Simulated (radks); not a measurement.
The table gives one normalised radial function P(r) = r R(r) of Ti20+ in [He] (r in bohr). All-electron calculation, scalar-relativistic Kohn-Sham, r2SCAN, spin-polarised, spherical densities, finite nucleus; meta-GGA in the generalised Kohn-Sham scheme; Fermi nuclear charge, rms radius 3.5921 fm. Program: a radial shooting solver on a logarithmic mesh with Libxc functionals.

r             P
0.002461  0.4937
0.002865  0.5686
0.003336  0.6538
0.003883  0.7506
0.004521  0.8599
0.005263  0.9830
0.006127  1.1206
0.007132  1.2735
0.008303  1.4421
0.009666  1.6261
0.01125   1.8246
0.0131    2.0358
0.01525   2.2563
0.01775   2.4816
0.02067   2.7049
0.02406   2.9179
0.02801   3.1097
0.03261   3.2679
0.03796   3.3786
0.0442    3.4273
0.05145   3.4011
0.05942   3.2979
0.06917   3.1018
0.08053   2.8191
0.09375   2.4622
0.1091    2.0532
0.1271    1.6225
0.1479    1.2042
0.1722    0.8310
0.2005    0.5268
0.2334    0.3026
0.2717    0.1550

Which n and l does it have? It may be an empty orbital.

Answer. n = 1, l = 0: the number of nodes gives n - l - 1 = 0, the rise at small r (about r^(l+1)) gives l, and the extent must fit the shell. The curve is that of 1s. 1s: eigenvalue -6133.1 eV, 0 radial nodes, <r> = 0.0688 bohr, 90 % of the charge inside 0.123 bohr.
